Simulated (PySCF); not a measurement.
**Correlation energy of Kr (krypton, neutral)**

[Kr], closed-shell 1S. All numbers are calculated (PySCF 2.14, the non-relativistic Hamiltonian (point nucleus), in def2-TZVPPD). Frozen: [Ar] 3d10; 8 electrons correlated.

```csv
level,correlation energy (mhartree)
CCSD,-188.63
(T),-5.68
CCSD(T),-194.31
CCSDT,-194.69
```

Diagnostics: T1 = 0.0020, D1 = 0.0050, largest double amplitude 0.031.

Cost of the coupled-cluster step: roughly 0.8 core-seconds, for 8 correlated electrons.

Iterations:

```
CC2 = 0
CCSD nocc = 4, nmo = 43
frozen orbitals [0, 1, 2, 3, 4, 5, 6, 7, 8, 9, 10, 11, 12, 13]
max_cycle = 100
direct = 0
conv_tol = 1e-08
conv_tol_normt = 1e-06
diis_space = 8
diis_start_cycle = 0
Init t2, MP2 energy = -2752.17603839244  E_corr(MP2) -0.172940970900088
Init E_corr(CCSD) = -0.172940970913381
cycle = 1  E_corr(CCSD) = -0.185561131047226  dE = -0.0126201601  norm(t1,t2) = 0.0204915
cycle = 2  E_corr(CCSD) = -0.187985898270065  dE = -0.00242476722  norm(t1,t2) = 0.00513109
cycle = 3  E_corr(CCSD) = -0.188636993055216  dE = -0.000651094785  norm(t1,t2) = 0.00148155
cycle = 4  E_corr(CCSD) = -0.188639943042673  dE = -2.94998746e-06  norm(t1,t2) = 0.000183691
cycle = 5  E_corr(CCSD) = -0.188630231927819  dE = 9.71111485e-06  norm(t1,t2) = 4.89506e-05
cycle = 6  E_corr(CCSD) = -0.188630018825515  dE = 2.13102303e-07  norm(t1,t2) = 7.96005e-06
cycle = 7  E_corr(CCSD) = -0.188630268425356  dE = -2.49599841e-07  norm(t1,t2) = 1.88289e-06
cycle = 8  E_corr(CCSD) = -0.18863025716301  dE = 1.12623462e-08  norm(t1,t2) = 4.16019e-07
cycle = 9  E_corr(CCSD) = -0.18863024771929  dE = 9.44372031e-09  norm(t1,t2) = 5.17241e-08
CCSD converged
E(CCSD) = -2752.191727669264  E_corr = -0.1886302477192898
CCSD(T) correction = -0.00567795018545273
```
